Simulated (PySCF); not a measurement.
# Dipole response of C²⁺ (carbon, charge +2)

[He] 2s2, closed-shell 1S. Calculation: PySCF 2.14, in aug-cc-pwCVDZ (5s4p2d, 27 functions); the non-relativistic Hamiltonian (point nucleus). Coupled (time-dependent) response in atomic units; α is the mean over directions. A double-zeta set is small for polarisabilities.

```
   method  mean α (bohr³)  C₆ (like pair)  S(−4)
      UHF           4.514           7.084  22.97
      PBE           4.233           6.468  20.03
     PBE0           4.287           6.585  20.58
BHandHLYP           4.394           6.772  22.02
```

S(−4) is the Cauchy moment in α(ω) = α(0) + S(−4) ω² + …

α(iu) at PBE0:

```csv
u (hartree),α(iu) (bohr³)
0,4.287
0.0500,4.237
0.100,4.092
0.200,3.603
0.300,3.016
0.500,2.016
0.750,1.261
1.00,0.8504
1.50,0.4602
2.00,0.2894
3.00,0.1482
5.00,0.06535
```

A single London oscillator, α(iu) = α/(1 + u²/ω²), gives C₆ = (3/4) ω α². Matching the computed C₆ needs ω = 4 × 6.585 / (3 × 4.287²) = 0.478 hartree.

For an ion, C₆ is the dispersion term alone; charge-induced terms of lower order in 1/R come first.
